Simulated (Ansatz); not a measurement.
`C[Se][Ge]([CH3])([F])[Cl]` + `[Cl][InH2]` → `[CH3][GeH]([F])[Cl]` + `C[Se][InH][Cl]`  (redistribution)

Gas-phase electronic energies from Ansatz, PBE0-D4/def2-TZVP geometries. CBS: MP2 limit from def2 TZ/QZ plus the TZ coupled-cluster correction, frozen cores. Functionals use def2-TZVPP. Elements past krypton have def2 core potentials. For Ge, In, Se outer-core shells are correlated without core-valence functions, which leaves a few kJ/mol of doubt a bond. Scalar relativity is left out up to krypton. Each species was taken in one conformer, which may not be the lowest.

| level | ΔE (kJ/mol) |
| --- | --- |
| ωB97X-V | -44.8 |
| MP2/def2-TZVPP | -48.2 |

Question: What does CCSD(T)/CBS give? (An estimate is asked.)

Answer: The calculation gave: -52.9 kJ/mol. The listed levels differ from it by 8.1, 4.7 kJ/mol.

Largest T1 diagnostic among the species: 0.014.

The D4 term adds +6.4 kJ/mol with B3LYP and +3.7 kJ/mol with PBE0; it sums over pairs of atoms, weighted by their polarisabilities, and B3LYP, whose exchange is more repulsive, gets the larger term. In def2-TZVPP, CCSD(T) changes the Hartree–Fock value by +9.2 kJ/mol (the triples alone add +1.0 kJ/mol) and MP2 by +7.5 kJ/mol. Leaving LDA and LC-ωPBE aside and taking each functional with its dispersion term where it has one, the values, not all of them listed here, spread over 11.6 kJ/mol, from B2PLYP to revPBE-D4.

B3LYP here is the variant with VWN-RPA as its local correlation; programs differ in this.
